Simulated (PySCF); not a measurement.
C2H7AsBN.
Numbering: `[N:1]#[C:2][CH2:3][BH2-:4][AsH3+:5]`

A calculation gives these core lines: B 1s: 194.69 eV; C 1s: 291.14 (area 1), 291.85 (area 1) eV; N 1s: 404.45 eV.

Level of theory: PySCF, delta-SCF UKS SCAN, pcX-2 on the ionised atom, pcseg-1 elsewhere, spin-free X2C. One conformer (not necessarily the lowest) at the PBE0-D3(BJ)/def2-SVP geometry, without solvent, vibrations or thermal averaging.

(1) Assign the C 1s lines to atoms.

## Answers

(1) 291.14 eV: C3 (sp3 carbon bound to boron); 291.85 eV: C2 (nitrile carbon). Lowest listed C 1s: C3, bonded to C, 2 H and B. Highest, 0.71 eV above it: C2, bonded to N (triple bond) and C.

Bonded neighbours of each site: N1: C (triple bond); C2: N (triple bond) and C; C3: C, 2 H and B; B4: C, 2 H and As.

Problem. Express the binding energy of B 1s of B4 in atomic units and per mole.

Solution. 194.69 eV = 7.1547 Eh = 18785 kJ/mol.

No level of arsenic is listed.

Conformer computed: `[N:1]#[C:2][CH2:3][BH2-:4][AsH3+:5]`: C2–C3–B4–As5 45°.
